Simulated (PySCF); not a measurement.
# TDDFT excited states: C2H8GeO2

Species: Ge(OMe)2H2, C₂H₈GeO₂.
SMILES: `[H][Ge]([H])([O]C)[O]C`

Level of theory: TDDFT CAM-B3LYP/def2-SVPD, vertical, gas phase, core orbitals frozen in the response in PySCF. The structure is a single PBE0-D3(BJ)/def2-SVP conformer in the gas phase; no vibrational or solvent corrections. The CAM-B3LYP/def2-SVPD calculation is non-relativistic and has no spin–orbit coupling, an omission that weighs most on germanium.

```
state  E (eV)  E (hartree)       f  |μ| (D)    main configurations (H = HOMO, L = LUMO)
   S1    6.79       0.2495  0.0001     0.05                                   H→L (85%)
   S2    6.98       0.2564  0.0006     0.15                     H-1→L (79%), H→L+2 (9%)
   S3    7.40       0.2720   0.013     0.69                    H→L+2 (78%), H→L+1 (10%)
   S4    7.56       0.2777   0.109     1.95                     H→L+1 (81%), H→L+2 (8%)
   S5    7.59       0.2790  0.0001     0.04                               H-1→L+2 (83%)
   S6    7.68       0.2821  0.0000     0.02                               H-1→L+1 (82%)
   S7    7.76       0.2851   0.065     1.48                                 H-2→L (84%)
   S8    7.99       0.2935  0.0002     0.09    H-3→L (71%), H-2→L+1 (10%), H-2→L+2 (9%)
   S9    8.33       0.3062   0.121     1.96                               H-2→L+2 (80%)
  S10    8.49       0.3118  0.0051     0.40      H-1→L+3 (52%), H→L+4 (26%), H-4→L (9%)
  S11    8.49       0.3122   0.055     1.30                               H-2→L+1 (61%)
  S12    8.52       0.3129  0.0032     0.32                  H→L+3 (48%), H-1→L+4 (42%)
  S13    8.54       0.3138  0.0073     0.47                               H-3→L+2 (79%)
  S14    8.72       0.3203   0.037     1.05  H-3→L+1 (68%), H-2→L+4 (12%), H-3→L+2 (9%)
  S15    8.89       0.3268  0.0001     0.07     H-1→L+5 (36%), H→L+4 (24%), H-4→L (20%)
```

Triplets (Tamm–Dancoff): T1 6.45 eV, H→L (75%); T2 6.63 eV, H-1→L (52%), H→L+2 (19%); T3 7.07 eV, H→L+1 (67%), H-1→L (13%); T4 7.23 eV, H→L+2 (70%), H-1→L (18%).

The lowest singlet comes at 183 nm (655 kJ/mol) in the vacuum ultraviolet; it is dark (f under 0.0005); its leading configuration is HOMO→LUMO (85%). The strongest level in the table is S9 at 8.33 eV (149 nm, f = 0.121). S10/S11 lie within about 0.01 eV of each other. Löwdin shares by element: HOMO oxygen 53%, germanium 13%, hydrogen 8% or more (atoms not listed hold the other 26%); LUMO germanium 25%, hydrogen 21% or more, carbon 10% or more (atoms not listed hold the other 43%). The listed states span 2.10 eV, and the widest gap between neighbours is 0.43 eV (S2 to S3). Weighted by f, the mean energy of these states is 8.07 eV. Of the 15 states listed, 6 reach f = 0.01 and 5 stay under 0.0005. Singlets were solved by full linear response, triplets in the Tamm–Dancoff approximation.

Without π bonds the low states are Rydberg-like; a valence basis with one diffuse set may place them up to an eV too high.
